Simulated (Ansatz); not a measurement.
Task: Predict a relaxed structure of BMe2I (C2H6BI), charge 0, singlet, at PBE0-D4/def2-SVP (Ansatz).

Result: 
Cartesian coordinates in Å:
```
B 0.292 0.340 -0.189
C 0.429 0.024 1.333
H 1.170 -0.796 1.408
H -0.507 -0.366 1.762
H 0.811 0.852 1.945
C -0.721 -0.367 -1.142
H -1.648 0.238 -1.106
H -0.994 -1.373 -0.787
H -0.412 -0.408 -2.195
I 1.582 1.855 -1.029
```
Point group C2 (tolerance 0.1 Å). This is one stationary point.

In the def2 sets I takes a core potential; there is no spin–orbit coupling.
